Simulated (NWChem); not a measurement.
BiH$_{3}$O; SMILES [OH][BiH2]

```xyz
5

Bi     0.0175     0.1745     0.0000
H     -1.2685     0.3358    -1.2663
H     -1.2685     0.3358     1.2663
O      0.0985    -1.9275     0.0000
H     -0.7955    -2.2908     0.0000
```
Atoms are numbered in this order, from 1.

Level: PBE0/def2-SVP with def2 effective core potentials on Bi (NWChem), optimised geometry, unscaled harmonic frequencies. def2 effective core potentials on Bi; no spin-orbit coupling.

List the harmonic frequencies with IR intensities, and the thermochemistry.


| frequency (cm⁻¹) | IR intensity (km/mol) |
|---|---|
| 261 | 125.5 |
| 553 | 79.7 |
| 580 | 6.2 |
| 592 | 55.5 |
| 790 | 35.1 |
| 912 | 17.5 |
| 1781 | 296.6 |
| 1781 | 319.6 |
| 3880 | 61.6 |

* **zero-point energy**: 15.9 kcal/mol
* **thermal correction to the enthalpy at 298.15 K (with zero-point energy)**: 19.0 kcal/mol
* **heat capacity Cv**: 12.2 cal/(mol K)
* **entropy at 298.15 K and 1 atm (symmetry number 1)**: 67.8 cal/(mol K)

Rigid rotor and harmonic oscillator.
